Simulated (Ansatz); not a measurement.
C2H6ClNbO3, SMILES `C[O][Nb](=[O])([Cl])[O]C` from Hartree–Fock to CCSD(T)

```xyz
13

C    -0.4576    2.5218   -0.9298
O     0.3599    1.3918   -0.7812
Nb    0.8924    0.1159    0.4782
O     0.0639    0.4526    1.9176
Cl    3.1796    0.2145    0.8566
O     0.3718   -1.5927   -0.0762
C    -0.4394   -2.6744    0.2970
H    -1.2018    2.3330   -1.7081
H    -0.9695    2.7613    0.0072
H     0.1562    3.3748   -1.2302
H    -0.9459   -2.4754    1.2464
H     0.1785   -3.5699    0.4020
H    -1.1881   -2.8532   -0.4793
```

Total charge 0; spin multiplicity 1. Correlated methods include outer-core shells of Nb, which these sets cover unevenly. Nb takes the def2 core potential. Geometry: relaxed with PBE0-D4/def2-TZVP. It is one conformer, not always the lowest. Frozen core, restricted reference, the Gaussian-basis code of Ansatz.

```json
{"basis": "def2-SVP", "HF (Eh)": "-819.49813", "MP2 corr.": "-1.32530"}
{"basis": "def2-TZVPP", "HF (Eh)": "-820.04333", "MP2 corr.": "-1.73031"}
{"basis": "def2-QZVPP", "HF (Eh)": "-820.07494", "MP2 corr.": "-1.87401"}
```

**Question.** Estimate the CCSD correlation energy and the (T) correction in each basis where they were run (hartree).

**Answer.** 
```tsv
basis	CCSD corr.	(T)
def2-SVP	-1.33174	-0.05319
def2-TZVPP	-1.72447	-0.08649
```
